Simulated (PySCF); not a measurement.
bromocyclopropane: removing and adding an electron

Molecule: bromocyclopropane, `BrC1CC1` (C3H5Br). Optimised structure (Å), atoms numbered from 1:
```
Br    2.3303   -0.0702   -0.6355
C     0.7019   -0.0431    0.3723
C    -0.5131   -0.7250   -0.1581
C    -0.4511    0.7776   -0.0966
H     0.9199   -0.0958    1.4410
H    -1.1412   -1.2647    0.5568
H    -0.4437   -1.1929   -1.1437
H    -1.0354    1.3064    0.6623
H    -0.3408    1.3170   -1.0410
```

Energies: ωB97X-D3(BJ)/ma-def2-TZVP (PySCF, density fitting, integration grid level 2) on PBE0-D3(BJ)/ma-def2-SVP structures. Thermal corrections: PBE0-D3(BJ)/ma-def2-SVP frequencies, unscaled, ideal gas at 298.15 K and 1 bar, quasi-RRHO entropy.

Frontier levels of the parent: HOMO -9.97 eV, LUMO 1.19 eV.

Oxidation to the radical cation:
```
Vertical ionisation energy (electronic)              : 10.01 eV
Adiabatic ionisation energy (with zero-point energy) : 9.52 eV
Adiabatic, electronic part                           : 9.58 eV
Vertical gap at the product's structure              : 9.02 eV
Inner reorganisation energy (four-point)             : 987 meV
Relaxation of product / of parent                    : 434 / 553 meV
⟨S²⟩ of the product                                  : 0.756
Largest spin populations                             : Br1 0.40, C2 0.29, C3 0.26
Largest changes of atomic charge                     : Br1 0.48, C3 0.14
Distances that move most (Å)                         : C2–C3 1.491 → 1.664; Br1–C2 1.915 → 1.816; C3–C4 1.505 → 1.445; C2–C4 1.491 → 1.531
```

Vertical electron affinity to the radical anion: -1.07 eV. The extra electron is not bound at this structure, the number hangs on the basis, and the ion was not relaxed.

Measured values (NIST Chemistry WebBook, evaluated or the median of agreeing entries): vertical ionisation energy 9.93 eV (computed 10.01, difference 0.08); adiabatic ionisation energy 9.56 eV (computed 9.52, difference -0.05).

Caveats: spin-orbit coupling is left out of the energies, which matters for open shells on the heavier atoms; atoms from Ga to Kr are treated without relativity; C3 and C4 are equivalent in the parent, but the relaxed radical cation is symmetry-broken (Cs to C1), which is often an artefact of the method; its spin populations, distances and adiabatic value belong to that structure.

Differences come from unrounded values, so a last digit can differ from that of the printed terms.
